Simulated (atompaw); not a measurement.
Pseudopotential generation for holmium (Ho): PAW (atompaw), PBEsol, scalar-relativistic.

atompaw 4.2.0.5 was run on this input:

```
Ho 67
GGA-PBESOL scalarrelativistic loggrid 2001 logderivrange -6 5 276
6 6 5 4 0 0
6 1 0
5 2 0.5
4 3 10.5
0 0 0
c
c
c
c
v
v
c
c
c
v
v
c
c
v
v
3
3.00 2.40 2.40 1.55
n
n
y
3.2
n
y
1.5
n
bloechl sinc
4 0 troulliermartins
PWSCFOUT
UPFDX 0.0125d0 UPFXMIN -7.d0 UPFZMESH 67.d0
END
```

Command:

```bash
atompaw < Ho.input > Ho.log
```

The program printed (summary file):

```
Completed calculations for Ho (AE)

 Exchange-correlation type: GGA, Perdew-Burke-Ernzerhof modified (PBEsol)

 Radial integration grid is logarithmic
 r0 =   1.0133651E-04 h =   6.7895459E-03   n =      2001 rmax =   8.0000000E+01

 Scalar relativistic calculation

 AEatom converged in  33 iterations
   nz     =  67.00
   delta  =       1.036870088825E-13

 All Electron Orbital energies:
  n  l      occupancy      energy
  1  0      2.0000000E+00 -4.0778430E+03
  2  0      2.0000000E+00 -6.8231612E+02
  3  0      2.0000000E+00 -1.5259545E+02
  4  0      2.0000000E+00 -3.0333762E+01
  5  0      2.0000000E+00 -3.8565131E+00
  6  0      2.0000000E+00 -3.0343687E-01
  2  1      6.0000000E+00 -6.0453642E+02
  3  1      6.0000000E+00 -1.2883247E+02
  4  1      6.0000000E+00 -2.2509417E+01
  5  1      6.0000000E+00 -2.0270693E+00
  6  1      0.0000000E+00 -9.1880159E-02
  3  2      1.0000000E+01 -9.8678758E+01
  4  2      1.0000000E+01 -1.1944693E+01
  5  2      5.0000000E-01 -1.2225063E-01
  4  3      1.0500000E+01 -4.5662243E-01

 Total energy
   Total                    :   -25224.37158562186232

 ---
 Completed calculations for Ho (SC)

 Exchange-correlation type: GGA, Perdew-Burke-Ernzerhof modified (PBEsol)

 Radial integration grid is logarithmic
 r0 =   1.0133651E-04 h =   6.7895459E-03   n =      2001 rmax =   8.0000000E+01

 Scalar relativistic calculation

 SCatom converged in   4 iterations
   nz     =  67.00
   delta  =       5.965299580323E-15

 Valence Electron Orbital energies:
  n  l      occupancy      energy
   5  0      2.0000000E+00 -3.8565131E+00
   6  0      2.0000000E+00 -3.0343688E-01
   5  1      6.0000000E+00 -2.0270693E+00
   6  1      0.0000000E+00 -9.1880160E-02
   5  2      5.0000000E-01 -1.2225064E-01
   4  3      1.0500000E+01 -4.5662244E-01

 Total energy
   Total                    :   -25224.37158564461424
   Valence                  :     -821.14885794906331

 PAW parameters:
       lmax =            3
         rc =    3.0121183536756688
        irc =         1518
   rc_shape =    2.4074789962359833
    rc_vloc =    2.4074789962359833
    rc_core =    1.5589714798519521
   Vloc: Norm-conserving Troullier-Martins with l= 4;e=   0.0000E+00
   Projector type: Bloechl + Gram-Schmidt ortho.
   Sinc^2 compensation charge shape zeroed at   2.4075E+00

 Number of basis functions     8
 No.   n  nodes  l      Energy         Cp coeff         Occ
  1    5    4    0   -0.3856513E+01 -0.2604815E+01  0.2000000E+01
  2    6    5    0   -0.3034369E+00 -0.4334878E+01  0.2000000E+01
  3    5    3    1   -0.2027069E+01 -0.1369668E+01  0.6000000E+01
  4    6    4    1   -0.9188016E-01 -0.2075400E+01  0.0000000E+00
  5    5    2    2   -0.1222506E+00 -0.9919026E+00  0.5000000E+00
  6  999    3    2    0.3200000E+01 -0.1652829E+01  0.0000000E+00
  7    4    0    3   -0.4566224E+00  0.8996467E+01  0.1050000E+02
  8  999    1    3    0.1500000E+01  0.1468397E+02  0.0000000E+00

 Eigenvalues of overlap operator (in the basis of projectors):
    1        2.23500160E-01
    2        5.07214129E-01
    3        6.24081057E-01
    4        2.50780147E+00
    5        3.01331249E+00
    6        4.61402547E+00
    7        1.17610725E+01
    8        1.38082167E+02

 Orbital leakage outside PAW augmentation regions
   orb  is_core?  %out_of_sphere
   1 0    T           0.00
   2 0    T          -0.00
   3 0    T           0.00
   4 0    T           0.00
   5 0    F           0.18
   6 0    F          73.04
   2 1    T           0.00
   3 1    T          -0.00
   4 1    T           0.00
   5 1    F           1.41
   6 1    F          92.82
   3 2    T          -0.00
   4 2    T           0.00
   5 2    F          43.15
   4 3    F           0.47

 Summary of PAW energies
   Total valence energy     :   -821.14885659199660
   Smooth energy            :     -0.12652232889383
   One center               :   -821.02233426310272
   Smooth kinetic           :     38.53001696316404
   Vloc energy              :    -24.24285458185318
   Smooth exch-corr         :    -18.14879118150981
   One-center xc            :   -513.75421485848278
```

The run took about 26 s on one core of a shared server CPU.
